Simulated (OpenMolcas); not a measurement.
**Multiconfigurational calculation on Nd2+**

Input:

```
&GATEWAY
Coord
1

Nd 0.0 0.0 0.0
Basis=ANO-R3
Group=XYZ
NoMove
AngMom=0.0 0.0 0.0
AMFI
&SEWARD
* reference wave functions (RASSCF and RASSI steps not shown): 4 electrons in 7 orbitals (4f)
>>> COPY JOB001 $Project.JobIph
&CASPT2
Multistate=30 1 2 3 4 5 6 7 8 9 10 11 12 13 14 15 16 17 18 19 20 21 22
23 24 25 26 27 28 29 30
Frozen=14 9
IPEA=0.25
Imaginary=0.1
MaxIter=60
WThr=0.0 0.3 0.05
PrWF=0.5
NoMix
>>> COPY JOB002 $Project.JobIph
&CASPT2
Multistate=60 1 2 3 4 5 6 7 8 9 10 11 12 13 14 15 16 17 18 19 20 21 22
23 24 25 26 27 28 29 30 31 32 33 34 35 36 37 38 39 40 41 42 43 44 45 46
47 48 49 50 51 52 53 54 55 56 57 58 59 60
Frozen=14 9
IPEA=0.25
Imaginary=0.1
MaxIter=60
WThr=0.0 0.3 0.05
PrWF=0.5
NoMix
```

Launched by
```bash
OMP_NUM_THREADS=1 MOLCAS_MEM=2252 MOLCAS_PROJECT=a pymolcas a.inp > a.log  # once for each step of the input, in one work folder
```

Output, cut to the results:

```
--- CASPT2 ---
Orbital specifications:
      -----------------------

      Symmetry species                           1   2
                                                ag  au
      Frozen orbitals                           14   9
      Inactive orbitals                          1   3
      Active orbitals                            0   7
      Secondary orbitals                        46  51
      Deleted orbitals                           0   0
      Number of basis functions                 61  70
Type of calculation                        MS-CASPT2
      Fock operator                              state-specific
      IPEA shift                                 0.25
      Real shift                                 0.00
      Imaginary shift                            0.10
      The input orbitals will be transformed to quasi-canonical
Reference energy:       -9619.1467110009
      E2 (Non-variational):      -0.3949112741
      Shift correction:          -0.0012960058
      E2 (Variational):          -0.3962072799
      Total energy:           -9619.5429182808
      Residual norm:              0.0000002910
      Reference weight:           0.89527
      Contributions to the CASPT2 correlation energy
      Active & Virtual Only:         -0.0510716444
      One Inactive Excited:          -0.1610471781
      Two Inactive Excited:          -0.1827924516
Reference energy:       -9619.1467110009
      E2 (Non-variational):      -0.3961370933
      Shift correction:          -0.0014076299
      E2 (Variational):          -0.3975447232
      Total energy:           -9619.5442557241
      Residual norm:              0.0000006255
      Reference weight:           0.89247
      Contributions to the CASPT2 correlation energy
      Active & Virtual Only:         -0.0517635194
      One Inactive Excited:          -0.1615599261
      Two Inactive Excited:          -0.1828136478
::    CASPT2 Root  1     Total energy:  -9619.54291828
::    CASPT2 Root  2     Total energy:  -9619.54425572
::    CASPT2 Root  3     Total energy:  -9619.54224323
::    CASPT2 Root  4     Total energy:  -9619.54585697
::    CASPT2 Root  5     Total energy:  -9619.54275455
::    CASPT2 Root  6     Total energy:  -9619.54503681
::    CASPT2 Root  7     Total energy:  -9619.54249982
::    CASPT2 Root  8     Total energy:  -9619.54657556
::    CASPT2 Root  9     Total energy:  -9619.54533439
::    CASPT2 Root 10     Total energy:  -9619.54442881
::    CASPT2 Root 11     Total energy:  -9619.54651386
::    CASPT2 Root 12     Total energy:  -9619.54298429
::    CASPT2 Root 13     Total energy:  -9619.54442880
::    CASPT2 Root 14     Total energy:  -9619.50297435
::    CASPT2 Root 15     Total energy:  -9619.50215419
::    CASPT2 Root 16     Total energy:  -9619.50208425
::    CASPT2 Root 17     Total energy:  -9619.50237536
::    CASPT2 Root 18     Total energy:  -9619.50128095
::    CASPT2 Root 19     Total energy:  -9619.50097841
::    CASPT2 Root 20     Total energy:  -9619.50198691
::    CASPT2 Root 21     Total energy:  -9619.50266804
::    CASPT2 Root 22     Total energy:  -9619.47068537
::    CASPT2 Root 23     Total energy:  -9619.47080769
::    CASPT2 Root 24     Total energy:  -9619.47072850
::    CASPT2 Root 25     Total energy:  -9619.47103504
::    CASPT2 Root 26     Total energy:  -9619.47201302
::    CASPT2 Root 27     Total energy:  -9619.47131837
::    CASPT2 Root 28     Total energy:  -9619.47089183
::    CASPT2 Root 29     Total energy:  -9619.47094613
::    CASPT2 Root 30     Total energy:  -9619.47114797
--- CASPT2 ---
Orbital specifications:
      -----------------------

      Symmetry species                           1   2
                                                ag  au
      Frozen orbitals                           14   9
      Inactive orbitals                          1   3
      Active orbitals                            0   7
      Secondary orbitals                        46  51
      Deleted orbitals                           0   0
      Number of basis functions                 61  70
Type of calculation                        MS-CASPT2
      Fock operator                              state-specific
      IPEA shift                                 0.25
      Real shift                                 0.00
      Imaginary shift                            0.10
      The input orbitals will be transformed to quasi-canonical
Reference energy:       -9619.0741504822
      E2 (Non-variational):      -0.4148043850
      Shift correction:          -0.0029464719
      E2 (Variational):          -0.4177508569
      Total energy:           -9619.4919013392
      Residual norm:              0.0000006778
      Reference weight:           0.86501
      Contributions to the CASPT2 correlation energy
      Active & Virtual Only:         -0.0666232280
      One Inactive Excited:          -0.1652849583
      Two Inactive Excited:          -0.1828961988
Reference energy:       -9619.0741504822
      E2 (Non-variational):      -0.4154353530
      Shift correction:          -0.0031098964
      E2 (Variational):          -0.4185452493
      Total energy:           -9619.4926957316
      Residual norm:              0.0000006681
      Reference weight:           0.86337
      Contributions to the CASPT2 correlation energy
      Active & Virtual Only:         -0.0671207671
      One Inactive Excited:          -0.1654187244
      Two Inactive Excited:          -0.1828958614
::    CASPT2 Root  1     Total energy:  -9619.49190134
::    CASPT2 Root  2     Total energy:  -9619.49269573
::    CASPT2 Root  3     Total energy:  -9619.49206183
::    CASPT2 Root  4     Total energy:  -9619.49261868
::    CASPT2 Root  5     Total energy:  -9619.49163425
::    CASPT2 Root  6     Total energy:  -9619.49108390
::    CASPT2 Root  7     Total energy:  -9619.49453659
::    CASPT2 Root  8     Total energy:  -9619.49392628
::    CASPT2 Root  9     Total energy:  -9619.49428141
...
```

Levels above the lowest, from the spin-orbit matrix with the single-state CASPT2 energies, averaged by term, on its diagonal:

| Configuration | Term | J | E (cm⁻¹) | Measured (cm⁻¹) | Term weight % | Second |
| --- | --- | --- | --- | --- | --- | --- |
| 4f⁴ | ⁵I | 4 | 0.0 | 0.0 | 97 | 3 ³H |
| 4f⁴ | ⁵I | 5 | 1262 | 1138 | 98 |  |
| 4f⁴ | ⁵I | 6 | 2650 | 2388 | 99 |  |
| 4f⁴ | ⁵I | 7 | 4080 | 3715 | 98 |  |
| 4f⁴ | ⁵I | 8 | 5520 | 5093 | 96 | 4 ³K |
| 4f⁴ | ⁵F | 1 | 10380 |  | 93 | 7 ³D |
| 4f⁴ | ⁵F | 2 | 10970 | 10774 | 94 | 5 ³D |
| 4f⁴ | ⁵F | 3 | 11800 | 11425 | 96 | 2 ³D |
| 4f⁴ | ⁵S | 2 | 12290 |  | 92 | 7 ³P |
| 4f⁴ | ⁵F | 4 | 12620 | 12181 | 91 | 6 ³G |
| 4f⁴ | ³K | 6 | 13210 | 14064 | 99 |  |
| 4f⁴ | ⁵F | 5 | 13410 | 13210 | 87 | 9 ³G |
| 4f⁴ | ³K | 7 | 14420 | 15154 | 92 | 6 ³L |
| 4f⁴ | ³H | 4 | 14580 |  | 69 | 18 ³G |
| 4f⁴ | ³G | 3 | 15840 |  | 80 | 19 ⁵G |
| 4f⁴ | ³H | 5 | 16020 | 16622 | 72 | 13 ³G |
| 4f⁴ | ³K | 8 | 16250 | 16459 | 88 | 8 ³L |
| 4f⁴ | ⁵G | 2 | 17390 |  | 100 |  |
| 4f⁴ | ⁵G | 4 | 17910 |  | 47 | 31 ³G |
| 4f⁴ | ⁵G | 3 | 18530 |  | 81 | 19 ³G |
| 4f⁴ | ³H | 6 | 18550 |  | 93 | 7 ⁵G |
| 4f⁴ | ³D | 2 | 18560 |  | 63 | 29 ³P |
| 4f⁴ | ³D | 1 | 18560 |  | 54 | 41 ³P |
| 4f⁴ | ⁵G | 5 | 19590 | 18313 | 70 | 16 ³H |

Against the 13 measured excited levels shown (Ding et al., The Spectrum and Energy Levels of the Low-lying Configurations of Nd III (preprint, 2023)) the mean absolute deviation is 470 cm-1; the largest miss in energy is 4f⁴ ⁵G₅ [70 %]: computed 19590, measured 18313 cm⁻¹ (+7.0 %), and the largest in proportion 4f⁴ ⁵I₅ (+10.9 %).

CASPT2 breaks the degeneracy within a term, and the mean is taken; among the terms shown or strongly mixed into the levels shown the widest spread is 950 cm-1 (4f⁴ ⁵I). High states are left out of the spin-orbit mixing, which shifts the levels that they would mix with. Some levels mix across a computed gap that differs much from the measured one, so their mixing is not that of the real levels. The CASPT2 spread within a term exceeds the gap to the next term for 4f⁴ ⁵F and 4f⁴ ⁵S, 4f⁴ ⁵G and 4f⁴ ³D, so the order of their levels is uncertain, and so are names and mixing where such terms share a J. Computed and measured levels are paired by configuration, term and J; levels that our copy of the source lacks, or whose pairing is in doubt (as where it misses far off the trend of its configuration), stay unpaired and out of the deviations. Only configurations of the active space appear. The first state left out of the spin-orbit step lies near 26000 cm-1 above the lowest spin-free state of the reference (among the parities and spins computed), and the list stops at four fifths of that energy or lower. The table shows the lowest 24 of 27 levels.

The term weight is that of the spin-free term in the level, not the purity of its configuration. A share in square brackets marks a mixed level and gives the weight of the term that names it.
